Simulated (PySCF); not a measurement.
Species: CH8AlNO.
SMILES: `C[O][AlH2-][NH3+]`

Jobs on this species (12 atoms, 42 electrons) with PySCF (density fitting). Hardware of each: an Arm Neoverse V1 with one thread, shared host. Times come from a shared host and carry two figures at best. Peak memory is the resident size of the whole Python process, interpreter and libraries included.

| level and settings | work | basis functions | SCF cycles | wall time | peak memory |
| --- | --- | --- | --- | --- | --- |
| B3LYP/6-31G* | spin–spin couplings from 10 perturbed nuclei, spin–dipole term for 1 of them | 76 | ? | ? | ? |
| B3LYP/cc-pVTZ | spin–spin couplings from 10 perturbed nuclei, spin–dipole term for 1 of them | 236 | 13 | 26 s | 0.81 GiB |
| PBE0/def2-TZVP | shieldings, charges and field gradients | 178 | 13 | 15 s | 0.87 GiB |
| PBE0/aug-cc-pVDZ | shieldings, charges and field gradients | 168 | 13 | 14 s | 0.82 GiB |
| B3LYP/def2-TZVP | spin–spin couplings from 10 perturbed nuclei, spin–dipole term for 1 of them | 178 | 13 | 17 s | 0.75 GiB |
| PBE0/pcSseg-0 | shieldings, charges and field gradients | 56 | 12 | 4.2 s | 0.47 GiB |
| PBE0/6-311+G(2d,p) | shieldings, charges and field gradients | 164 | 13 | 13 s | 0.80 GiB |
| PBE0/cc-pVDZ | shieldings, charges and field gradients | 100 | 13 | 7.2 s | 0.54 GiB |
| PBE0/cc-pVTZ | shieldings, charges and field gradients | 236 | 13 | 23 s | 0.85 GiB |

Task: Fill in the missing figures.

Result: 
- B3LYP/6-31G*; spin–spin couplings from 10 perturbed nuclei, spin–dipole term for 1 of them: 5.5 s, 0.44 GiB, 13 SCF cycles

Task: What do all jobs in the table cost together?

Result: About 2.1 min; the longest takes about 21 % of that, and about 6.2 times as long as the shortest.
